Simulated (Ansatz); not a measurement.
H₃ClSi, triplet, at the geometry of the source list (a higher spin typed on purpose: for a closed-shell molecule this is an excited state). Base run: CCSD(T)/3-21G run with Ansatz (a quantum-chemistry and plane-wave program).

Here is a job for Ansatz.
Ansatz 0.2 input:
```yaml
crystal:
  periodic: [false, false, false]
  atoms:
    - {symbol: Si, position_ang: [-0.12910000, -0.00570000, -0.00460000]}
    - {symbol: Cl, position_ang: [1.87810000, 0.08360000, 0.06760000]}
    - {symbol: H, position_ang: [-0.50430000, -0.99840000, -1.00530000]}
    - {symbol: H, position_ang: [-0.63000000, 1.31380000, -0.37260000]}
    - {symbol: H, position_ang: [-0.61480000, -0.39330000, 1.31500000]}
basis:
  gaussian:
    orbitals: 3-21G.json
magnetization: {spin_polarized: true, initial_magnetization: 2}
correlation: {method: ccsd_t}
```
The basis file holds 3-21G in the JSON format of the Basis Set Exchange.

Variants of this job, named by their change:

| change | ΔE vs base (kcal/mol) | MP2 correlation (Eh) | CC correlation without the perturbative part (Eh) | basis functions | core-seconds (rough) |
|---|---|---|---|---|---|
| base | 0.000 | -0.09178 | -0.12194 | 32 | 9 |
| electrons = all | ___ | ___ | ___ | 32 | 30 |
| accuracy = high | -0.007 | -0.09178 | -0.12194 | 32 | 10 |
| reference functional = pbe0 | ___ | - | ___ | 32 | 6 |
| method = mp2 | ___ | -0.09178 | - | 32 | 2 |
| diis_vectors = 4 | 0.000 | -0.09178 | -0.12194 | 32 | 9 |
| method = bccd_t | -0.043 | -0.09178 | -0.12188 | 32 | 10 |
| fitting = cc-pVTZ-JKFIT (mean field), cc-pVTZ-RIFIT (correlation) | -0.044 | -0.09177 | -0.12193 | 32 | 7 |
| method = rpa | -1.91 | - | - | 32 | 2 |
| lower_state_search = off | 0.003 | -0.09178 | -0.12194 | 32 | 0.8 |

Complete the blanks.


- electrons = all, ΔE vs base (kcal/mol): -5.87
- electrons = all, MP2 correlation (Eh): -0.10169
- electrons = all, CC correlation without the perturbative part (Eh): -0.13095
- reference functional = pbe0, ΔE vs base (kcal/mol): 2.11
- reference functional = pbe0, CC correlation without the perturbative part (Eh): -0.14029
- method = mp2, ΔE vs base (kcal/mol): 20.44

Ansatz warned in this series: the state or the total is in doubt.
